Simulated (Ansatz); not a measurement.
Geometry optimisation, RKS PBE0/def2-SVP (Ansatz).

input.yaml

```yaml
crystal:
  periodic: [false, false, false]
  atoms:
    - { symbol: Ge, position_ang: [0.0, 0.0, 0.0] }
    - { symbol: H, position_ang: [0.0, 0.0, 1.9] }
    - { symbol: Cl, position_ang: [2.0935, 0.0, -0.7393] }
    - { symbol: Cl, position_ang: [-1.0456, 1.8115, -0.7393] }
    - { symbol: Cl, position_ang: [-1.0456, -1.8115, -0.7393] }
    - { symbol: O, position_ang: [-1.9644, 0.0, 0.6527] }
    - { symbol: Al, position_ang: [-3.2781, -0.9643, -0.0632] }
    - { symbol: H, position_ang: [-3.009, -2.4314, -0.5204] }
    - { symbol: H, position_ang: [-4.6987, -0.3425, -0.2335] }
    - { symbol: H, position_ang: [-0.9937, 0.0, 1.8011] }
basis:
  gaussian: { orbitals: def2-SVP }
hamiltonian:
  xc: pbe0
relax:
  f_tol: 0.15
  max_steps: 25
  restrain:
    - { distance: [0, 5], at: 1.77, k: 30.0 }
    - { distance: [9, 1], at: 0.66, k: 30.0 }
    - { distance: [0, 1], at: 2.75, k: 30.0 }
    - { distance: [9, 5], at: 2.21, k: 30.0 }
```

Launched with:

```bash
$ ansatz run input.yaml --threads 4 --pin off --max-ram 5120MiB --backend cpu --events-out ev --progress --plain --runs-dir out
```

**Question.** Where does it end, and by what steps?

**Answer.** The run converged. The restraints hold the end off the free minimum; the threshold counts their pulls, which the force column leaves out. Restrained pairs: Ge1–O6 (2.07 → 1.75 Å), H2–H10 (1.00 → 0.72 Å), Ge1–H2 (1.90 → 2.76 Å), O6–H10 (1.50 → 2.22 Å). After 18 steps the energy has fallen by 5.050 eV (the restraints' own energy left out); Cl5 moved furthest, 2.03 Å.

```
step  energy less start (eV)  largest force component (eV/Å)  accepted
   0                  0.0000                           3.609       yes
   1                 -0.1995                           3.167       yes
   2                 -0.8868                           3.088       yes
   3                 -2.3579                           2.527       yes
   4                 -3.2670                           2.003       yes
   5                 -3.8034                           1.587       yes
   6                 -4.1638                           1.457       yes
   7                 -4.4539                           1.542       yes
   8                 -4.6594                           1.623       yes
   9                 -4.7766                           1.595       yes
  10                 -4.8455                           1.600       yes
  11                 -4.9049                           1.624       yes
  12                 -4.9630                           1.606       yes
  13                 -5.0081                           1.593       yes
  14                 -5.0335                           1.570       yes
  15                 -5.0411                           1.627       yes
  16                 -5.0588                           1.132        no
  17                 -5.0480                           1.556       yes
  18                 -5.0504                           1.538       yes
```

```xyz
10
Properties=species:S:1:pos:R:3
Ge -0.374 -0.115 -0.552
H -0.222 0.920 2.000
Cl 1.303 -1.058 0.366
Cl -0.022 1.972 -0.786
Cl -0.602 -0.936 -2.521
O -1.875 -0.419 0.298
Al -3.340 -1.334 0.176
H -3.232 -2.904 0.001
H -4.689 -0.516 0.367
H -0.889 0.653 1.969
```

The run took 63 s on 4 threads of Arm Neoverse V2, with other jobs on the host, peak memory 0.42 GiB.
